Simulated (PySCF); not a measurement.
**Stationary points of SeF₄**

Level of theory: PBE0 in PySCF with Se def2-TZVP, F def2-TZVP; no relativity; density-fitted integrals.

Relaxations began from a few typed shapes. The search is not exhaustive: other isomers or separated fragments can lie lower, and high-lying points may rest on an excited occupation.

(1) Order these stationary points by electronic energy, lowest first, in kJ/mol from the lowest minimum.
A. singlet D4h: Se–F 1.795 Å (×4); F–Se–F 90.0° (×4), F–Se–F 180.0° (×2)
B. singlet C2v: Se–F 1.691 Å (×2), Se–F 1.774 Å (×2); F–Se–F 86.3° (×4), F–Se–F 100.5°, F–Se–F 168.6°
C. singlet C4v: Se–F 1.737 Å (×4); F–Se–F 82.3° (×4), F–Se–F 137.1° (×2)
D. singlet Td: Se–F 1.817 Å (×4); F–Se–F 109.5° (×6)

(2) Which of them are minima?

Answers

(1) B (0.0), C (26.0), D (210.6), A (262.6).

(2) By energy in kJ/mol, 0.0: minimum; 26.0: saddle point, 1 imaginary mode; 210.6: saddle point, 3 imaginary modes; 262.6: saddle point, 2 imaginary modes.

Counting electrons, selenium keeps 2 of its valence electrons outside its bonds, so the VSEPR class is AX4E1 and the expected shape is see-saw (C2v), as computed.
